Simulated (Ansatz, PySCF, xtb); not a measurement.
Diatomic As$_{2}$, closed-shell singlet (the spin of the measured ground state). No spin–orbit coupling. As is treated without relativity.

Seven points along R, fitted to fifth degree in 1/R; most abundant isotopes. Runs in def2 and cc sets follow the lowest solution found near the PBE0 minimum. The singlet is held restricted. HF and MP2 rows in def2 and cc sets belong to the determinant that coupled cluster picked by its CCSD energy.

Correlated levels freeze the inner cores; with def2 sets outer-core shells near the valence are correlated too. CBS(a, b) extrapolates the correlation energy as X⁻³ and adds the Hartree–Fock energy of set b. Rows in LANL2DZ carry no dispersion term and start afresh at each structure. LANL2DZ brings its own core potentials from Na on.

Run with Ansatz (Gaussian orbitals); PySCF for LANL2DZ rows; xtb for the GFN methods. Each number belongs to the level named beside it.

D_e counts from each atom's lowest state at the same level, without counterpoise or zero-point energy.

```json
[
 {"level": "GFN2-xTB", "r_e (Å)": "2.094", "ω_e (cm⁻¹)": "502", "ω_e x_e (cm⁻¹)": "1.6", "D_e (eV)": "-"},
 {"level": "HF/def2-QZVPP", "r_e (Å)": "2.059", "ω_e (cm⁻¹)": "?", "ω_e x_e (cm⁻¹)": "0.74", "D_e (eV)": "-"},
 {"level": "PBE/def2-TZVPP", "r_e (Å)": "2.118", "ω_e (cm⁻¹)": "436", "ω_e x_e (cm⁻¹)": "0.86", "D_e (eV)": "4.28"},
 {"level": "BP86/LANL2DZ", "r_e (Å)": "2.214", "ω_e (cm⁻¹)": "385", "ω_e x_e (cm⁻¹)": "0.72", "D_e (eV)": "-"},
 {"level": "MP2/def2-QZVPP", "r_e (Å)": "2.109", "ω_e (cm⁻¹)": "416", "ω_e x_e (cm⁻¹)": "1.4", "D_e (eV)": "-"},
 {"level": "CCSD/def2-TZVPP", "r_e (Å)": "2.099", "ω_e (cm⁻¹)": "459", "ω_e x_e (cm⁻¹)": "0.88", "D_e (eV)": "3.25"},
 {"level": "CCSD(T)/def2-QZVPP", "r_e (Å)": "2.103", "ω_e (cm⁻¹)": "441", "ω_e x_e (cm⁻¹)": "1.0", "D_e (eV)": "3.88"},
 {"level": "CCSD(T)/CBS(def2-TZVPP, def2-QZVPP)", "r_e (Å)": "?", "ω_e (cm⁻¹)": "?", "ω_e x_e (cm⁻¹)": "1.0", "D_e (eV)": "4.04"}
]
```

Problem. Complete the blanks.

Solution. 
- CCSD(T)/CBS(def2-TZVPP, def2-QZVPP), r_e (Å): 2.092
- CCSD(T)/CBS(def2-TZVPP, def2-QZVPP), ω_e (cm⁻¹): 447
- HF/def2-QZVPP, ω_e (cm⁻¹): 511

Measured for the ground state: r_e 2.1026 Å, ω_e 429.55 cm-1, ω_e x_e 1.117 cm-1, B_e 0.10179 cm-1, α_e 0.000333 cm-1 [Huber and Herzberg (1979), NIST Chemistry WebBook]. D_0 3.96 ± 0.11 eV (a handbook's tabulated 298 K bond energy less 3RT/2; such tables hold older values) [Luo, bond dissociation energies, CRC Handbook].

Doubts at one or more of the structures used: a restricted determinant that unrestricted orbitals would lower (HF/def2-QZVPP, MP2/def2-QZVPP, CCSD/def2-TZVPP, CCSD(T)/def2-QZVPP, CCSD(T)/CBS(def2-TZVPP, def2-QZVPP)).

Ansatz is a program for electronic structure.
